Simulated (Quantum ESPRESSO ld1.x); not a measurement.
Values are calculated unless marked as measured or tabulated.
One sound ld1.x (Quantum ESPRESSO 7.5) input for neutral erbium gives E = -13091.48 hartree in 32 iterations:

```
 &input
    zed=68.0,
    iswitch=1,
    rel=2,
    dft='PZ',
    config='[Xe] 4f12 6s2',
    verbosity='high',
    lsmall=.true.,
    prefix='ld1',
    max_out_wfc=37,
    file_charge='ld1.rho',
 /
```

Changed or added lines, one case at a time, and what came of them:

- lsd=1: refused. The program stops in ld1_readin with "local spin density and spin-orbit not allowed": spin polarisation goes with rel = 0 or 1 alone.
- rel=4: refused. The program stops in ld1_readin with "wrong rel": rel takes 0, 1 or 2.
- tr2=1e-2: inaccurate. The cycle stops early, after 13 iterations, and the energy is off by -1.468 hartree against the sound run.
- config='[Xe] 4f12 6s2 5g1': refused. The program stops in el_config with "l not found:G": the config string knows s, p, d and f alone.
- rmax=2.0: not converged. The mesh cuts the orbital tails; the cycle ends with warnings and the numbers are not to be used.
- zed=-3.0: refused. The program stops in ld1_readin with "wrong nuclear charge zed:  -3.00": zed must lie above 0 and at most 103.
- isic=1 latt=1: refused. The program stops in ld1_readin with "isic and latter correction not allowed": the two corrections exclude each other.
